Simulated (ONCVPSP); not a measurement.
## zinc: excitation energies, all-electron against ONCV

- Element: Zn (Z = 30)
- Generator: ONCVPSP 4.0.1
- Type: optimised norm-conserving Vanderbilt (ONCV)
- Functional: PBE
- Relativity: scalar-relativistic
- Frozen core: [Ne]
- Valence charge: 20
- Reference configuration: 3s2 3p6 3d10 4s2
- Partial waves: 3s+4s: rc 0.90 bohr, ncon 3, nbas 7, qcut 16.7 1/bohr, 2 projectors; 3p: rc 0.90 bohr, ncon 4, nbas 7, qcut 19.3 1/bohr, 3 projectors, debl 1.1 Ha; 3d: rc 1.35 bohr, ncon 4, nbas 8, qcut 11.8 1/bohr, 2 projectors, debl 0.5 Ha
- Local potential: polynomial inside 0.80 bohr (lpopt 3, dvloc0 3 Ha)
- Core correction: Teter function fitted to the true core (icmod 2), fcfact 0.65

In the p channel the program set the typed energies aside and used -3.065, 0.250, 1.350 Ha.

Energies are relative to the spin-unpolarised reference configuration 3s2 3p6 3d10 4s2; without spin polarisation the order of configurations can differ from experiment.

```
valence configuration  charge  ΔE all-electron (eV)  error AE − PS (meV)
     3s2 3p6 3d10 4s1      +1                 9.889                 +1.1
      3s2 3p6 3d9 4s0      +3                68.865                 +8.6
     3s2 3p5 3d10 4s2      +1                92.032                 -180
```

Task: What are ΔE and the potential's error for 3s2 3p6 3d10 4s0?

Result: ΔE = 28.331 eV all-electron; the error (AE − PS) is +7.8 meV.
